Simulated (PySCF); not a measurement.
Distances in Å between the heavy atoms of a computed structure (GFN2-xTB; lower triangle, same order across):
```
C1    0.00
C2    1.51  0.00
C3    2.62  1.50  0.00
C4    2.64  1.51  1.50  0.00
C5    3.10  2.63  2.60  1.51  0.00
C6    4.55  3.88  3.35  2.49  1.53  0.00
C7    5.39  4.42  3.97  2.92  2.51  1.52  0.00
C8    5.14  3.86  3.35  2.50  2.94  2.50  1.52  0.00
C9    3.91  2.59  2.59  1.52  2.51  2.93  2.51  1.53  0.00
```

Hydrogens: 3 on C1, 1 on C2, 2 on C3, 2 on C5, 2 on C6, 2 on C7, 2 on C8, 2 on C9.

Neutral, closed shell.

**Question.** Which heavy atoms are bonded, and with what formal order?

**Answer.** C1–C2 (single); C2–C3 (single); C3–C4 (single); C4–C5 (single); C5–C6 (single); C6–C7 (single); C7–C8 (single); C8–C9 (single); C2–C4 (single); C4–C9 (single).

**Question.** Which species is it?

**Answer.** `CC1CC12CCCCC2`, C9H16. The mark at the stereocentre is left out: distances alone don't tell a structure from its mirror image.

**Question.** Which rings does it hold (smallest set)?

**Answer.** C4–C5–C6–C7–C8–C9 (6 members, 0.24 Å rms from planarity); C2–C3–C4 (3 members).

**Question.** Describe the place of each heavy atom.

**Answer.** C1: methyl carbon; C2: three-membered-ring carbon; C3: three-membered-ring carbon; C4: sp3 carbon at a ring junction; C5: ring CH2 carbon; C6: ring CH2 carbon; C7: ring CH2 carbon; C8: ring CH2 carbon; C9: ring CH2 carbon.
